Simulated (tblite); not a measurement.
Species: CH₉BrNSi₃ (doublet state).
SMILES with atom numbers: `[SiH3:1][CH2:2][N:3]([SiH3:4])[SiH:5][Br:6]` (hydrogens: H7, H8, H9 on Si1; H10, H11 on C2; H12, H13, H14 on Si4; H15 on Si5)

Computed with GFN2-xTB (tblite), gas phase: L-BFGS steps from a force-field or distance-geometry start until the largest atomic force falls under 0.01 eV/Å.

Geometry at step 19:
```
atom  x, y, z in Å
Si1    -1.4445   -1.4951   -0.7351
C2     -0.6319    0.2412   -0.6452
N3      0.3643    0.4929    0.3876
Si4     1.6073   -0.6292    0.8660
Si5     0.7990    2.1555    0.6107
Br6    -0.7977    3.3445    1.6624
H7     -1.9398   -1.8826    0.5850
H8     -2.5416   -1.3508   -1.6996
H9     -0.5040   -2.4862   -1.2710
H10    -1.4447    0.9670   -0.5165
H11    -0.1901    0.4608   -1.6278
H12     1.8362   -0.2898    2.2633
H13     1.1523   -1.9977    0.6623
H14     2.8496   -0.3923    0.1080
H15     0.8810    2.8697   -0.6722
```

Problem. Give the atomic forces at this geometry.

Solution. 
```tsv
atom	Fx (eV/Å)	Fy (eV/Å)	Fz (eV/Å)
Si1	0.110	0.182	0.000
C2	0.005	-0.065	-0.064
N3	-0.032	0.031	0.024
Si4	0.047	0.027	-0.051
Si5	-0.086	0.083	-0.076
Br6	0.047	-0.206	-0.055
H7	0.024	0.004	-0.025
H8	0.016	0.013	0.063
H9	-0.017	0.048	0.041
H10	0.021	-0.014	0.019
H11	-0.059	-0.041	-0.075
H12	0.033	-0.002	0.112
H13	-0.049	0.017	0.016
H14	-0.089	-0.021	-0.007
H15	0.029	-0.054	0.078
```

The largest, 0.22 eV/Å, acts on Br6 (Si1 within 3 % of it); the rms over all components is 0.064 eV/Å. The forces sum to zero within rounding, as they must for an isolated molecule in no field.

Problem. Give the force on Br6 in Eh/bohr and in nN.

Solution. 0.218 eV/Å ÷ 51.422 = 0.00425 Eh/bohr, and 0.218 eV/Å × 1.602 = 0.35 nN.

Problem. How far is this geometry from the end of the optimisation?

Solution. 0.236 eV above it, and 1.256 Å rms away after alignment. The bonds farthest from their final lengths, with half the difference of the two atoms' forces along the bond (positive lengthens):

```csv
bond,now (Å),final (Å),force along bond (eV/Å)
Si5–Br6,2.251,2.235,-0.12
Si4–H14,1.474,1.464,-0.07
N3–Si5,1.733,1.723,+0.01
Si5–H15,1.471,1.462,-0.10
Si4–H13,1.456,1.463,+0.02
Si1–H9,1.468,1.461,0.00
```

The angle farthest from its final value is Si4–N3–Si5, 113.8° against 123.2°.

Of the 3 listed bonds off by 0.010 Å or more, this force points towards the final length in 2.

What follows is the cost of the whole relaxation. The run took 1.7 s wall on an Arm Neoverse V2 with one thread (shared host).
